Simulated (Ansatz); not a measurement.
Consider the formal exchange of groups at the Se–Al bond: `C[O][AlH][SeH]` + `OC=S` → `OC(=S)[SeH]` + `C[O][AlH2]`.

Isolated molecules relaxed with PBE0-D4/def2-TZVP in Ansatz; ΔE leaves out vibrations. CBS: MP2 limit from def2 TZ/QZ plus the TZ coupled-cluster correction, frozen cores. This one scheme is used for every species. DFT in def2-TZVPP. B3LYP here is the variant with VWN-RPA as its local correlation; programs differ in this. For Se outer-core shells are correlated without core-valence functions, which leaves a few kJ/mol of doubt a bond. Scalar relativity is left out up to krypton. Each species was taken in one conformer, which may not be the lowest.

Is it downhill or uphill in electronic energy at CCSD(T)/CBS, and by how much? (Estimate.)

Computed: Uphill: ΔE = +135.2 kJ/mol.

What do these levels give: r2SCAN-D4, PBE0-D4, B3LYP-D4, PBE, r2SCAN, PBE0, HF/def2-TZVPP, MP2/def2-TZVPP, HF/def2-QZVPP, MP2/def2-QZVPP, HF/CBS(def2), CCSD/CBS(def2)? (An estimate is asked.)

Ansatz gave: r2SCAN-D4 127.1, PBE0-D4 129.1, B3LYP-D4 125.3, PBE 122.2, r2SCAN 127.2, PBE0 130.3, HF/def2-TZVPP 145.8, MP2/def2-TZVPP 127.4, HF/def2-QZVPP 145.7, MP2/def2-QZVPP 129.2, HF/CBS(def2) 145.7, CCSD/CBS(def2) 139.0 kJ/mol.

Largest T1 diagnostic among the species: 0.018.

From PBE to PBE0 (25 % exact exchange), in def2-TZVPP and without D4, ΔE moves by +8.0 kJ/mol. The D4 term adds −3.2 kJ/mol with B3LYP and −1.2 kJ/mol with PBE0; it sums over pairs of atoms, weighted by their polarisabilities, and B3LYP, whose exchange is more repulsive, gets the larger term.
